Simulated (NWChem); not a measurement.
Molecule: C2H6Cl2GaN; SMILES C[N](C)[Ga]([Cl])[Cl]

```xyz
12

Ga     0.0450    -0.2426     0.0000
Cl     0.0869    -1.3203    -1.8451
Cl     0.0869    -1.3203     1.8451
N     -0.0243     1.5574     0.0000
C     -0.0544     2.3320    -1.2161
C     -0.0544     2.3320     1.2161
H      0.8112     3.0194    -1.2818
H     -0.9704     2.9504    -1.2818
H     -0.0289     1.6759    -2.0987
H     -0.9704     2.9504     1.2818
H      0.8112     3.0194     1.2818
H     -0.0289     1.6759     2.0987
```
Atoms are numbered in this order, from 1.

Level: PBE0/def2-SVP (NWChem), optimised geometry, unscaled harmonic frequencies. 

```csv
frequency (cm⁻¹),IR intensity (km/mol)
73,0.0
97,2.4
120,2.7
125,8.9
165,10.0
236,0.0
278,11.4
282,3.7
314,0.0
405,23.4
464,83.9
602,32.2
1027,110.8
1092,2.2
1114,0.0
1160,0.4
1269,81.2
1312,24.0
1430,0.3
1452,0.0
1456,14.5
1460,12.5
1479,25.7
1500,0.5
2995,45.7
2999,130.2
3057,73.2
3065,0.0
3148,7.6
3148,6.0
```

```json
{
  "zero_point_energy": "53.3 kcal/mol",
  "thermal correction to the enthalpy at 298.15 K (with zero-point energy)": "59.6 kcal/mol",
  "heat capacity Cv": "28.2 cal/(mol K)",
  "entropy at 298.15 K and 1 atm (symmetry number 2)": "94.5 cal/(mol K)",
  "dipole_moment": "2.56 D"
}
```

Rigid rotor and harmonic oscillator; modes under 100 cm⁻¹ make the entropy uncertain.
